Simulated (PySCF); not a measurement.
# Reading the logs of faulty runs: CFH4OSi

These are calculations, not measurements. They come from PySCF 2.14.0, an open-source quantum chemistry program, on an isolated molecule that a program drew, which may never have been made. The molecule is CFH4OSi (charge 0, doublet), drawn as the SMILES string `C[Si](O)F`.

Each row is a Hartree-Fock (HF) and frozen-core CCSD(T) single point in the cc-pV(D+d)Z basis, meant for a local HF minimum. Run 1 is clean. Each other run has one planted mistake out of seven kinds, and not every kind appears here: one electron removed, one electron added, multiplicity raised by two, geometry at a saddle point, minimal basis STO-3G, one bond length entered in bohr, all coordinates scaled. The reference is restricted for singlets and unrestricted otherwise, and also for a bond in bohr. Adding or removing an electron swaps singlet and doublet. Electrons count all cores. HOMO and LUMO are orbital energies over both spins, the gradient is its largest component, and the lowest frequency (negative if imaginary) is given only where the gradient is small. Bond lengths are over the 7 bonds as drawn. T1 is the CCSD diagnostic: over 0.02 (restricted) or 0.045 (unrestricted) a single reference is doubtful.

Geometry of the clean run:
```xyz
8
CFH4OSi, angstrom
C    -0.0201   -1.0760    0.7141
Si   -1.1922   -1.2922    2.1450
O    -1.6840   -2.8584    2.1554
F    -2.4905   -0.3493    1.8992
H     0.8639   -1.7036    0.8444
H     0.2981   -0.0353    0.6252
H    -0.5240   -1.3697   -0.2113
H    -2.3337   -3.1405    2.7821
```

```
run  electrons  basis functions  <S^2>  HOMO (eV)  LUMO (eV)  gradient (hartree/bohr)  lowest frequency (cm^-1)  mean bond (Å)  longest bond (Å)      T1  HF (hartree)  CCSD(T) (hartree)                 mistake
  1         41               85  0.753      -9.16       2.06                  3.5e-05                       131         1.3358             1.862  0.0134    -503.52384         -504.16290                no fault
  2         41               85  0.756      -9.59       1.46                  4.0e-02                         -         1.4173             1.976  0.0153    -503.49779         -504.14902  all coordinates scaled
  3         42               85  0.000       0.17       9.87                  1.1e-01                         -         1.3358             1.862  0.0126    -503.48002         -504.14564      one electron added
  4         40               85  0.000     -20.02      -7.17                  9.1e-02                         -         1.3358             1.862  0.0182    -503.22237         -503.87203                       ?
```

**Which mistake was planted in run 4, and what did it cost?**

It counts 40 electrons, one fewer than the clean run, at the same geometry and basis. So the mistake is: one electron removed. Subtracting run 1 and multiplying by 627.51 kcal/mol a hartree, the energy moved by 189.2 kcal/mol in HF and 182.5 kcal/mol in CCSD(T).

Cautions from the logs. Run 3: the HOMO is above zero, so the electron isn't bound and the energy depends on the basis.
